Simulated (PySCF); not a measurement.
# Adding and removing an electron: MgGe

ROHF-CCSD(T); PySCF, no relativity, basis sets Mg aug-pcseg-1, Ge aug-pcseg-1. Neutral (ROHF): triplet (π ↑↑), Re = 2.693 Å, ωe = 224 cm⁻¹, De = 0.71 eV.

MgGe⁺ (UHF): doublet (π ↑), Re = 2.867 Å, ωe = 205 cm⁻¹, De = 1.53 eV to Mg⁺ + Ge. The energies at the minima are -2274.76389 hartree for MgGe and -2274.52101 for MgGe⁺.

Task: Work out the adiabatic ionisation energy, without and with harmonic zero-point energies (1 hartree = 27.2114 eV, 1 eV = 8065.5 cm⁻¹), and the change of the bond length.

Result: At CCSD(T): 0.24288 hartree = 6.609 eV between the minima; the zero-point term (205.0 − 224.0)/2 cm⁻¹ = -0.001 eV makes it 6.608 eV. Re changes by +17.4 pm against the neutral. The electron leaves a π orbital, and the longer bond of the ion fits a bonding orbital, or a change in how ionic the bond is.

Correlated steps freeze 10 core orbitals. UHF and ROHF references stand side by side, which adds small steps between rows. Correlated levels converge slowly with the basis: in double zeta they bind strong bonds too weakly, by up to about 1 eV, and carry superposition errors of some tenths. Spin–orbit coupling is left out. For an ion De counts to the pair picked by the measured ionisation energies or electron affinities, which need not be the lowest pair at this level. States were picked by a PBE0 search and need not be the measured ground states.

Neutral and ion stand on different kinds of reference determinant, which adds to the error of the difference.
